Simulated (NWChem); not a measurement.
System meant: PH, triplet; SMILES [PH]

Here is an NWChem input.

```
start job
memory heap 200 mb stack 900 mb global 1100 mb
geometry units angstroms noautoz
  P      0.000000     0.000000    -0.102086
  H      0.000000     0.000000     1.326089
end
basis spherical
  P library def2-svp
  H library def2-svp
end
dft
  odft
  mult 3
  xc b3lyp
  iterations 4
  mulliken
end
task dft energy
```

End of the output:

```
     --------------------------
     Expectation value of S2:
     --------------------------
      <S2> =      2.0050 (Exact =     2.0000)

 center of mass
 --------------
 x =   0.00000000 y =   0.00000000 z =  -0.08363046

 moments of inertia (a.u.)
 ------------------
           7.109508818926           0.000000000000           0.000000000000
           0.000000000000           7.109508818926           0.000000000000
           0.000000000000           0.000000000000           0.000000000000

     Multipole analysis of the density
     ---------------------------------

     L   x y z        total         alpha         beta         nuclear
     -   - - -        -----         -----         ----         -------
     0   0 0 0     -0.000000     -9.000000     -7.000000     16.000000

     1   1 0 0     -0.000000     -0.000000     -0.000000      0.000000
     1   0 1 0     -0.000000     -0.000000     -0.000000      0.000000
     1   0 0 1      0.223399      0.227876     -0.004477     -0.000000

     2   2 0 0    -10.299219     -7.603455     -2.695764      0.000000
     2   1 1 0     -0.000000     -0.000000     -0.000000      0.000000
     2   1 0 1      0.000000      0.000000      0.000000      0.000000
     2   0 2 0    -10.299219     -7.603455     -2.695764      0.000000
     2   0 1 1      0.000000      0.000000      0.000000      0.000000
     2   0 0 2    -10.348525     -9.644731     -7.532396      6.828602

 ------------------------------------------------------------------------
 dft energy failed                                                                                  0
 ------------------------------------------------------------------------
 ------------------------------------------------------------------------
  current input line :
    18: task dft energy
 ------------------------------------------------------------------------
 ------------------------------------------------------------------------
 This type of error is most commonly associated with calculations not reaching convergence criteria
 ------------------------------------------------------------------------
 For more information see the NWChem manual at https://nwchemgit.github.io

0:dft energy failed:Received an Error in Communication
```

Question: Find the fault in this run and fix the input.

Answer: Convergence was not reached. Cause: the SCF was allowed too few iterations. This input runs:
```
start job
memory heap 200 mb stack 900 mb global 1100 mb
geometry units angstroms noautoz
  P      0.000000     0.000000    -0.102086
  H      0.000000     0.000000     1.326089
end
basis spherical
  * library def2-svp
end
dft
  odft
  mult 3
  xc b3lyp
  iterations 150
  mulliken
end
task dft energy
```
It converges to -341.78776 Ha (B3LYP/def2-SVP, spin-unrestricted).
